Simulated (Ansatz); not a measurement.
A structure relaxed at B3LYP-D4/def2-TZVP in Ansatz, charge 1, doublet:

```tsv
atom	x (Å)	y (Å)	z (Å)
Mo1	0.601	0.175	0.458
O2	-0.936	0.851	-0.364
O3	-1.209	-0.290	0.431
O4	1.543	-0.737	-0.524
```

Q: Give its formula and point group.

A: the cluster MoO₃⁺. Point group Cs (tolerance 0.1 Å).

Q: Summarise the bond lengths by kind (pairs closer than 1.2 times the sum of covalent radii, bridged metal pairs left out).

A: 3 × Mo–O 1.64 to 1.87 Å; 1 × O–O 1.42 Å. The metal has 3 neighbours: O 1.87 Å, O 1.87 Å, O 1.64 Å.

In the def2 sets Mo takes a core potential; there is no spin–orbit coupling. The structure holds 1 bond(s) between oxygen atoms. Another isomer (doublet) lies 0.88 eV lower at PBE0-D4/def2-TZVP; other spin states weren't run for this one.
